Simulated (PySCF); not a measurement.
A small calculation by hand: refractive index and permittivity of the vapour

CH3IMgO, SMILES C[O][Mg][I].

Geometry optimised at B3LYP-D3(BJ)/def2-SVP. The def2 effective core potentials stand for the cores of I; spin–orbit coupling is left out. One conformer was computed; it need not be the lowest.

r2SCAN/def2-TZVPD in PySCF gives a mean static polarisability of 79.3 bohr³ and a dipole moment of 1.28 D. Take an ideal gas at 298.15 K and 1 bar, whether or not the substance is that volatile.

Q: Work out n − 1 in the optical limit and the static ε − 1.

A: 
Polarisability volume α' = 79.3 × 0.148185 = 11.75 Å³. Number density N = p/kT = 2.43e-5 Å⁻³.
Dilute limit of Lorentz–Lorenz: n − 1 = 2π N α' = 0.0018.
Orientation term of Debye: μ²/(3kT) = 8.098 Å³ × μ²(D²) = 13.27 Å³.
ε − 1 = 4π N (α' + μ²/3kT) = 0.0076. Orientation of the dipole supplies 53 % of the static response; it can't follow optical fields. Vibrational polarisation and dispersion are left out.
